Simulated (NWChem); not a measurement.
All runs are NWChem calculations. System: Cl2Si, charge 0, spin multiplicity 1, at a geometry optimised with PBE/def2-SVP. The structure started from a generated list of species. Level: RHF/def2-TZVP.

The NWChem input:

```
start mol
memory heap 200 mb stack 900 mb global 1100 mb
geometry units angstroms nocenter noautoz
  Si     0.000000     0.000000     0.941655
  Cl    -1.640110     0.000000    -0.387740
  Cl     1.640110     0.000000    -0.387740
  symmetry group C2v
end
basis spherical
  * library def2-tzvp
end
scf
  rhf
  nopen 0
  maxiter 100
  thresh 1e-7
  semidirect memsize 60000000 filesize 0
end
task scf energy
```

Output (cleaned and shortened):

```
             Northwest Computational Chemistry Package (NWChem) 7.3.0
             --------------------------------------------------------

                                NWChem Input Module
                                -------------------

 Scaling coordinates for geometry "geometry" by  1.889725989
 (inverse scale =  0.529177249)

 Turning off AUTOSYM since
 SYMMETRY directive was detected!

                             Geometry "geometry" -> ""
                             -------------------------

 Output coordinates in angstroms (scale by  1.889725989 to convert to a.u.)

  No.       Tag          Charge          X              Y              Z
 ---- ---------------- ---------- -------------- -------------- --------------
    1 Si                  14.0000     0.00000000     0.00000000     0.94165500
    2 Cl                  17.0000    -1.64011000     0.00000000    -0.38774000
    3 Cl                  17.0000     1.64011000     0.00000000    -0.38774000

 Effective nuclear repulsion energy (a.u.)     165.9319146690

            Nuclear Dipole moment (a.u.)
            ----------------------------
        X                 Y               Z
 ---------------- ---------------- ----------------
     0.0000000000     0.0000000000     0.0000188973

      Symmetry information
      --------------------

 Group name             C2v
 Group number             16
 Group order               4
 No. of unique centers     2

      Symmetry unique atoms

     1    2


 Summary of "ao basis" -> "" (spherical)
 ------------------------------------------------------------------------------
       Tag                 Description            Shells   Functions and Types
 ---------------- ------------------------------  ------  ---------------------
 *                         def2-tzvp                  on all atoms

 Summary of "ao basis" -> "ao basis" (spherical)
 ------------------------------------------------------------------------------
       Tag                 Description            Shells   Functions and Types
 ---------------- ------------------------------  ------  ---------------------
 Si                        def2-tzvp                13       37   5s5p2d1f
 Cl                        def2-tzvp                13       37   5s5p2d1f

                                 NWChem SCF Module
                                 -----------------

  ao basis        = "ao basis"
  functions       =   111
  atoms           =     3
  closed shells   =    24
  open shells     =     0
  charge          =   0.00
  wavefunction    = RHF
  use symmetry    = T
  symmetry adapt  = T

 Summary of "ao basis" -> "ao basis" (spherical)
 ------------------------------------------------------------------------------
       Tag                 Description            Shells   Functions and Types
 ---------------- ------------------------------  ------  ---------------------
 Si                        def2-tzvp                13       37   5s5p2d1f
 Cl                        def2-tzvp                13       37   5s5p2d1f

      Symmetry analysis of basis
      --------------------------

        a1         41
        a2         15
        b1         34
        b2         21

 Forming initial guess at       0.1s

      Superposition of Atomic Density Guess
      -------------------------------------

 Sum of atomic energies:       -1207.79078770

      Non-variational initial energy
      ------------------------------

 Total energy =   -1208.114940
 1-e energy   =   -2001.572330
 2-e energy   =     627.525475
 HOMO         =      -0.274243
 LUMO         =      -0.047803

      Symmetry analysis of molecular orbitals - initial
      -------------------------------------------------

  Numbering of irreducible representations:

     1 a1          2 a2          3 b1          4 b2

  Orbital symmetries:

     1 a1          2 b1          3 a1          4 a1          5 b1
     6 a1          7 b1          8 a1          9 b2         10 b1
    11 a2         12 a1         13 b1         14 a1         15 b2
    16 a1         17 b1         18 a1         19 b1         20 a1
    21 b2         22 a2         23 b1         24 a1         25 b2
    26 b1         27 a1         28 a1         29 b1         30 b2
    31 a1         32 a2         33 a1         34 b1

 Starting SCF solution at       1.0s

 ----------------------------------------------
         Quadratically convergent ROHF

 Convergence threshold     :          1.000E-07
 Maximum no. of iterations :          100
 Final Fock-matrix accuracy:          1.000E-09
 ----------------------------------------------

              iter       energy          gnorm     gmax       time
             ----- ------------------- --------- --------- --------
                 1    -1207.9906093118  6.63D-01  1.68D-01      1.0
                 2    -1208.0300782633  1.77D-01  4.86D-02      1.1
                 3    -1208.0340000382  1.69D-02  5.29D-03      1.3
                 4    -1208.0340622636  1.24D-04  4.47D-05      1.5
                 5    -1208.0340622658  5.91D-09  1.78D-09      1.9

       Final RHF  results
       ------------------

         Total SCF energy =  -1208.034062265824
      One-electron energy =  -2002.249071592066
      Two-electron energy =    628.283094657199
 Nuclear repulsion energy =    165.931914669043

        Time for solution =      0.9s

       Symmetry analysis of molecular orbitals - final
       -----------------------------------------------

  Numbering of irreducible representations:

     1 a1          2 a2          3 b1          4 b2

  Orbital symmetries:

     1 a1          2 b1          3 a1          4 b1          5 a1
     6 b1          7 a1          8 a2          9 b2         10 a1
    11 b1         12 a1         13 b1         14 b2         15 a1
    16 a1         17 b1         18 a1         19 b1         20 a1
    21 b2         22 a2         23 b1         24 a1         25 b2
    26 b1         27 a1         28 a1         29 b2         30 a1
    31 b1         32 a2         33 a1         34 b2

             Final eigenvalues
             -----------------

              1
    1 -104.8387
    2 -104.8387
    3  -68.8844
    4  -10.5679
    5  -10.5679
    6   -8.0342
    7   -8.0342
    8   -8.0335
    9   -8.0335
   10   -8.0334
   11   -8.0333
   12   -6.2239
   13   -4.3247
   14   -4.3245
   15   -4.3236
   16   -1.1166
   17   -1.0890
   18   -0.6697
   19   -0.5463
   20   -0.5135
   21   -0.5013
   22   -0.4717
   23   -0.4580
   24   -0.3785
   25    0.0063
   26    0.1086
   27    0.1259
   28    0.2583
   29    0.2694
   30    0.2864
   31    0.2866
   32    0.3380
   33    0.3440
   34    0.3512

                       ROHF Final Molecular Orbital Analysis
                       -------------------------------------

 Vector   22  Occ=2.000000D+00  E=-4.716703D-01  Symmetry=a2
              MO Center= -1.5D-15,  2.7D-16, -3.3D-01, r^2= 3.8D+00
   Bfn.  Coefficient  Atom+Function         Bfn.  Coefficient  Atom+Function
  ----- ------------  ---------------      ----- ------------  ---------------
    53      0.382938  2 Cl py                90     -0.382938  3 Cl py
    56      0.252871  2 Cl py                93     -0.252871  3 Cl py
    50      0.175291  2 Cl py                87     -0.175291  3 Cl py

 Vector   23  Occ=2.000000D+00  E=-4.580195D-01  Symmetry=b1
              MO Center=  7.0D-16, -1.3D-16, -3.2D-01, r^2= 3.9D+00
   Bfn.  Coefficient  Atom+Function         Bfn.  Coefficient  Atom+Function
  ----- ------------  ---------------      ----- ------------  ---------------
    52      0.325302  2 Cl px                89      0.325302  3 Cl px
    54     -0.229792  2 Cl pz                91      0.229792  3 Cl pz
    55      0.211994  2 Cl px                92      0.211994  3 Cl px
    57     -0.154885  2 Cl pz                94      0.154885  3 Cl pz

 Vector   24  Occ=2.000000D+00  E=-3.785241D-01  Symmetry=a1
              MO Center=  5.8D-14,  5.2D-15,  8.8D-01, r^2= 3.3D+00
   Bfn.  Coefficient  Atom+Function         Bfn.  Coefficient  Atom+Function
  ----- ------------  ---------------      ----- ------------  ---------------
     5      0.477412  1 Si s                  4      0.429632  1 Si s
    17      0.284613  1 Si pz                 3     -0.243858  1 Si s
    54     -0.235126  2 Cl pz                91     -0.235126  3 Cl pz
    57     -0.192515  2 Cl pz                94     -0.192515  3 Cl pz

 Vector   25  Occ=0.000000D+00  E= 6.327129D-03  Symmetry=b2
              MO Center=  1.1D-15, -1.9D-16,  9.2D-01, r^2= 3.6D+00
   Bfn.  Coefficient  Atom+Function         Bfn.  Coefficient  Atom+Function
  ----- ------------  ---------------      ----- ------------  ---------------
    19      0.695298  1 Si py                16      0.394084  1 Si py
    56     -0.247958  2 Cl py                93     -0.247958  3 Cl py

 Vector   26  Occ=0.000000D+00  E= 1.086157D-01  Symmetry=b1
              MO Center=  8.0D-15,  5.8D-17,  1.1D+00, r^2= 5.1D+00
   Bfn.  Coefficient  Atom+Function         Bfn.  Coefficient  Atom+Function
  ----- ------------  ---------------      ----- ------------  ---------------
    18      1.227024  1 Si px                42      0.586084  2 Cl s
    79     -0.586084  3 Cl s                 57      0.345422  2 Cl pz
    94     -0.345422  3 Cl pz                15      0.278587  1 Si px

 Vector   27  Occ=0.000000D+00  E= 1.259160D-01  Symmetry=a1
              MO Center=  4.2D-13, -1.6D-15,  7.5D-01, r^2= 5.5D+00
   Bfn.  Coefficient  Atom+Function         Bfn.  Coefficient  Atom+Function
  ----- ------------  ---------------      ----- ------------  ---------------
    20      1.138457  1 Si pz                 5     -0.787317  1 Si s
    42      0.589749  2 Cl s                 79      0.589749  3 Cl s
    55      0.469214  2 Cl px                92     -0.469214  3 Cl px
     4     -0.296274  1 Si s                 17      0.209165  1 Si pz
     3      0.176965  1 Si s

 center of mass
 --------------
 x =   0.00000000 y =   0.00000000 z =  -0.01491923

 moments of inertia (a.u.)
 ------------------
         126.115820136530           0.000000000000           0.000000000000
           0.000000000000         797.938978857858           0.000000000000
           0.000000000000           0.000000000000         671.823158721328

  Mulliken analysis of the total density
  --------------------------------------

    Atom       Charge   Shell Charges
 -----------   ------   -------------------------------------------------------
    1 Si  14    13.40   2.00  0.59  1.38  1.14  0.65  4.10  1.74  0.39  0.84  0.22  0.10  0.19  0.05
    2 Cl  17    17.30   2.01  0.45  1.52  1.09  0.87  4.18  1.69  1.06  2.88  1.52  0.01  0.03  0.00
    3 Cl  17    17.30   2.01  0.45  1.52  1.09  0.87  4.18  1.69  1.06  2.88  1.52  0.01  0.03  0.00

       Multipole analysis of the density wrt the origin
       ------------------------------------------------

     L   x y z        total         open         nuclear
     -   - - -        -----         ----         -------
     0   0 0 0     -0.000000      0.000000     48.000000

     1   1 0 0     -0.000000      0.000000      0.000000
     1   0 1 0     -0.000000      0.000000      0.000000
     1   0 0 1      0.511809      0.000000      0.000019

     2   2 0 0    -30.948010      0.000000    326.604784
     2   1 1 0     -0.000000      0.000000      0.000000
     2   1 0 1      0.000000      0.000000      0.000000
     2   0 2 0    -26.872241      0.000000      0.000000
     2   0 1 1     -0.000000      0.000000      0.000000
     2   0 0 2    -29.043569      0.000000     62.585175

 Task  times  cpu:        1.9s     wall:        1.9s

 Total times  cpu:        1.9s     wall:        1.9s
```
